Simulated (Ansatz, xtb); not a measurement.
# A geometry optimisation of H4OSn2 with r2SCAN-D4/def2-SVP

The starting geometry of this gas-phase singlet was built from a drawn formula by distance geometry and a force field; its bonds are those of `[O]1[SnH2][SnH2]1`.

```xyz
7

O    -1.2529    1.3160   -2.5697
Sn   -2.4803    1.1763   -0.9634
Sn   -0.0266    0.0356   -1.6591
H    -2.4375    2.7364   -0.1033
H    -3.9099    0.3132   -1.4287
H    -0.0906   -1.5187   -2.4923
H     1.4207    0.8849   -1.1627
```

Q: Predict what becomes of its bonds when it is optimised with r2SCAN-D4/def2-SVP.

A: It keeps its bonds, and is `[O]1[SnH2][SnH2]1`.

The energy falls by 0.31 eV over 6 steps:

```csv
step,E − E(last) (eV)
1,0.306
2,0.040
3,0.001
4,0.000
5,0.000
6,0.000
```

Final geometry (Å):

```xyz
7

O    -1.2656    1.3576   -2.6493
Sn   -2.4261    1.1573   -0.9677
Sn   -0.0773    0.0418   -1.6145
H    -2.5796    2.6471   -0.1275
H    -3.9510    0.4600   -1.3377
H     0.0738   -1.4538   -2.4445
H     1.4486    0.7338   -1.2380
```

From the same start GFN2-xTB ends elsewhere, differing in Sn2–Sn3 (3.95 against 2.68 Å here).

No frequencies were run, so the end isn't proven a minimum. Atoms past krypton carry core potentials, without spin–orbit terms. Run with Ansatz 0.2.0, 11 s on 2 threads of Arm Neoverse V2 (shared host).
